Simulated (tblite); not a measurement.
A geometry optimisation, step by step.

C₆H₉ClSi.
SMILES with atom numbers: `[CH2:1]=[C:2]([Cl:3])[C@H:4]1[CH:5]=[CH:6][CH2:7][SiH2:8]1` (hydrogens: H9, H10 on C1; H11 on C4; H12 on C5; H13 on C6; H14, H15 on C7; H16, H17 on Si8)

Computed with GFN2-xTB (tblite), gas phase: L-BFGS steps from a force-field or distance-geometry start until the largest atomic force falls under 0.01 eV/Å. 6 of its 155 geometries are shown.

Step 0: E = -643.2956 eV, largest atomic force 4.096 eV/Å
```
atom  x, y, z in Å  |  force x, y, z in eV/Å
C1      2.116    0.669    0.744    0.548  -0.140   0.591
C2      1.603   -0.463    0.296    0.839  -0.070   0.693
Cl3     2.368   -1.961    0.923   -0.466   0.428  -0.382
C4      0.494   -0.623   -0.645    0.484  -0.543  -1.003
C5     -0.652   -1.374   -0.060    2.014  -3.459  -0.870
C6     -1.667   -0.729    0.372   -3.522   0.356   1.927
C7     -1.668    0.750    0.304   -0.011   1.006   0.057
Si8    -0.386    0.969   -1.068   -0.539   0.784  -0.380
H9      1.767    1.652    0.468    0.096  -0.309   0.079
H10     2.942    0.632    1.458   -0.344   0.135  -0.329
H11     0.880   -1.109   -1.570   -0.178  -0.087   0.543
H12    -0.605   -2.501   -0.036    0.056   1.252   0.042
H13    -2.562   -1.252    0.827    1.035   0.617  -0.493
H14    -2.648    1.161   -0.005    0.427  -0.187   0.641
H15    -1.303    1.216    1.256   -0.687  -0.390  -0.652
H16    -1.093    0.819   -2.334    0.072   0.032  -0.213
H17     0.407    2.155   -0.938    0.174   0.574  -0.251
```

Step 31: E = -643.7121 eV, largest atomic force 0.086 eV/Å
```
atom  x, y, z in Å  |  force x, y, z in eV/Å
C1      2.160    0.597    0.839   -0.012  -0.004  -0.016
C2      1.636   -0.478    0.280   -0.012  -0.003   0.009
Cl3     2.279   -2.035    0.746    0.068  -0.048  -0.020
C4      0.502   -0.580   -0.687   -0.024   0.039   0.021
C5     -0.600   -1.374   -0.019   -0.028  -0.019  -0.016
C6     -1.654   -0.724    0.443    0.046  -0.027  -0.018
C7     -1.715    0.760    0.244    0.021   0.017  -0.012
Si8    -0.433    1.035   -1.138    0.024   0.001  -0.035
H9      1.811    1.582    0.592   -0.005  -0.006   0.020
H10     2.964    0.525    1.553   -0.021   0.025  -0.028
H11     0.866   -1.126   -1.567   -0.044   0.029   0.058
H12    -0.465   -2.437    0.096   -0.013  -0.043   0.025
H13    -2.465   -1.219    0.958    0.017  -0.003   0.001
H14    -2.728    1.087    0.015   -0.002  -0.001  -0.015
H15    -1.424    1.259    1.171   -0.038   0.036   0.011
H16    -1.039    0.839   -2.462    0.028   0.047   0.034
H17     0.299    2.300   -1.075   -0.005  -0.040  -0.019
```

Step 62: E = -643.7901 eV, largest atomic force 0.097 eV/Å
```
atom  x, y, z in Å  |  force x, y, z in eV/Å
C1      2.098    0.380    0.950    0.012   0.005   0.055
C2      1.763   -0.535    0.057   -0.030   0.042   0.028
Cl3     2.880   -1.818   -0.321    0.044   0.039   0.000
C4      0.444   -0.634   -0.637   -0.022  -0.030   0.044
C5     -0.555   -1.252    0.312   -0.016   0.049   0.070
C6     -1.651   -0.581    0.623    0.043   0.023  -0.015
C7     -1.871    0.774    0.018    0.048   0.028  -0.080
Si8    -0.373    1.035   -1.137    0.040  -0.058  -0.020
H9      1.410    1.168    1.206    0.009  -0.052  -0.008
H10     3.043    0.385    1.465   -0.020  -0.064  -0.069
H11     0.557   -1.302   -1.496    0.012   0.037  -0.009
H12    -0.318   -2.218    0.734   -0.034   0.003  -0.050
H13    -2.397   -0.975    1.300    0.018   0.027  -0.021
H14    -2.821    0.804   -0.516   -0.036  -0.021   0.037
H15    -1.937    1.530    0.801   -0.030  -0.022   0.036
H16    -0.747    1.062   -2.555    0.003  -0.034   0.021
H17     0.467    2.188   -0.814   -0.040   0.029  -0.018
```

Step 92: E = -643.8714 eV, largest atomic force 0.157 eV/Å
```
atom  x, y, z in Å  |  force x, y, z in eV/Å
C1      2.168   -0.004    1.153   -0.001   0.001   0.081
C2      1.802   -0.452   -0.033   -0.078  -0.011  -0.136
Cl3     3.004   -0.748   -1.258    0.046  -0.001   0.031
C4      0.411   -0.660   -0.509   -0.012   0.020  -0.038
C5     -0.546   -1.061    0.578    0.005   0.088  -0.014
C6     -1.676   -0.389    0.716    0.011  -0.026   0.047
C7     -1.952    0.776   -0.186    0.029  -0.033  -0.031
Si8    -0.362    0.958   -1.222   -0.016  -0.009  -0.039
H9      1.425    0.216    1.901    0.043  -0.044  -0.011
H10     3.201    0.146    1.409    0.012   0.026   0.054
H11     0.427   -1.441   -1.277   -0.026   0.014   0.063
H12    -0.288   -1.899    1.206    0.027  -0.063  -0.003
H13    -2.421   -0.660    1.449   -0.016   0.025   0.045
H14    -2.827    0.562   -0.797   -0.077  -0.024  -0.075
H15    -2.208    1.663    0.393    0.035   0.017   0.070
H16    -0.588    0.864   -2.663   -0.003   0.004  -0.055
H17     0.422    2.140   -0.871    0.020   0.015   0.011
```

Step 123: E = -643.8862 eV, largest atomic force 0.024 eV/Å
```
atom  x, y, z in Å  |  force x, y, z in eV/Å
C1      2.197   -0.146    1.209    0.004  -0.014   0.002
C2      1.797   -0.385   -0.028    0.003   0.012   0.001
Cl3     2.952   -0.330   -1.330    0.007  -0.003  -0.009
C4      0.411   -0.638   -0.490   -0.003  -0.008   0.004
C5     -0.534   -1.004    0.619   -0.007   0.004  -0.005
C6     -1.669   -0.338    0.735   -0.004   0.021   0.011
C7     -1.963    0.779   -0.224   -0.006   0.004  -0.003
Si8    -0.391    0.921   -1.295   -0.007   0.003  -0.009
H9      1.491   -0.161    2.019   -0.005   0.009   0.015
H10     3.225    0.057    1.452   -0.005   0.003   0.000
H11     0.441   -1.459   -1.214    0.011   0.000  -0.003
H12    -0.265   -1.820    1.272    0.003  -0.014  -0.006
H13    -2.403   -0.566    1.494   -0.002  -0.009   0.001
H14    -2.852    0.537   -0.809    0.005   0.000   0.010
H15    -2.202    1.691    0.325    0.007  -0.007  -0.005
H16    -0.621    0.740   -2.728   -0.005   0.000  -0.003
H17     0.379    2.134   -1.017    0.005  -0.001  -0.002
```

Step 154: E = -643.8893 eV, largest atomic force 0.008 eV/Å
```
atom  x, y, z in Å  |  force x, y, z in eV/Å
C1      2.115   -0.103    1.243    0.001   0.000  -0.003
C2      1.783   -0.351   -0.012    0.004   0.001  -0.002
Cl3     2.996   -0.252   -1.258    0.000  -0.002  -0.001
C4      0.428   -0.655   -0.536    0.002  -0.001   0.001
C5     -0.532   -1.073    0.542    0.002   0.000   0.002
C6     -1.640   -0.377    0.719   -0.002  -0.003  -0.002
C7     -1.901    0.815   -0.152   -0.006   0.001   0.002
Si8    -0.404    0.894   -1.332   -0.005  -0.002   0.006
H9      1.371   -0.144    2.019    0.001  -0.001   0.001
H10     3.121    0.137    1.535   -0.003   0.000   0.000
H11     0.522   -1.463   -1.269    0.004   0.004   0.000
H12    -0.284   -1.943    1.133    0.001  -0.002   0.000
H13    -2.373   -0.636    1.470   -0.003   0.005  -0.003
H14    -2.852    0.692   -0.675    0.001   0.001   0.003
H15    -2.010    1.709    0.464   -0.001   0.000   0.000
H16    -0.750    0.660   -2.735    0.003  -0.002  -0.003
H17     0.402    2.102   -1.166    0.002   0.000   0.000
```

Task: Summarise the path.

Result: The energy falls by 0.5937 eV from step 0 to step 154; nine tenths of that is first reached at step 79. It rises by more than 0.2 meV at steps 61 and 80. The largest force goes from 4.096 to 0.008 eV/Å. Among the bonds C4–Si8 changes most, from 1.867 to 1.930 Å; the atoms move by 1.121 Å rms after alignment.

Task: Follow the three bonds and two angles with the largest change from start to end.

Result: 
```csv
step,E above end (eV),largest force (eV/Å),C4–Si8 (Å),C2–Cl3 (Å),C6–H13 (Å),C7–Si8–H16 (°),C6–C7–Si8 (°)
0,0.5937,4.096,1.867,1.795,1.132,106.8,98.6
7,0.2347,0.241,1.921,1.745,1.080,108.1,102.0
13,0.2016,0.114,1.924,1.745,1.079,110.6,101.4
20,0.1887,0.085,1.922,1.750,1.082,111.7,102.1
27,0.1804,0.077,1.918,1.754,1.080,111.0,102.1
33,0.1744,0.125,1.919,1.748,1.079,110.9,102.3
40,0.1610,0.174,1.922,1.753,1.080,110.2,102.8
47,0.1447,0.129,1.921,1.752,1.083,109.8,103.5
54,0.1233,0.108,1.919,1.747,1.080,110.9,104.0
60,0.1047,0.180,1.924,1.735,1.080,112.7,104.5
67,0.0883,0.105,1.923,1.744,1.080,113.9,104.6
74,0.0702,0.076,1.928,1.744,1.080,114.9,104.0
80,0.0607,0.509,1.927,1.761,1.085,116.3,105.3
87,0.0346,0.125,1.929,1.744,1.080,113.5,104.8
94,0.0140,0.155,1.930,1.745,1.081,113.3,104.5
100,0.0064,0.062,1.930,1.743,1.081,114.2,104.6
107,0.0042,0.039,1.929,1.743,1.081,114.1,104.7
114,0.0036,0.027,1.929,1.742,1.081,113.9,104.7
121,0.0033,0.015,1.930,1.742,1.080,114.2,104.7
127,0.0028,0.020,1.929,1.742,1.081,114.4,104.8
134,0.0022,0.020,1.929,1.741,1.081,114.7,104.7
141,0.0013,0.036,1.930,1.742,1.081,114.3,104.7
147,0.0005,0.024,1.930,1.742,1.080,114.1,104.8
154,0.0000,0.008,1.930,1.742,1.081,113.6,104.8
```

The cost below is that of the whole relaxation. Time: 2.2 s of wall time. Hardware: one thread of an Arm Neoverse N1, no GPU, on a shared host.
